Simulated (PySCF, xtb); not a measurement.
iodine (I2), SMILES II.

GFN2-xTB (xtb) at its own geometry gives an orbital gap of 2.74 eV and a dipole moment of 0.00 D.

The structure is a stationary point at B3LYP-D3(BJ)/def2-TZVP. The def2 effective core potentials stand for the cores of I; spin–orbit coupling is left out.

**Question.** What does PBE/def2-TZVPD (PySCF) give? (The exact figures need the calculation; the answer reports its results.)

**Answer.** gap 1.75 eV (levels -6.29 and -4.54 eV), dipole 0.00 D.
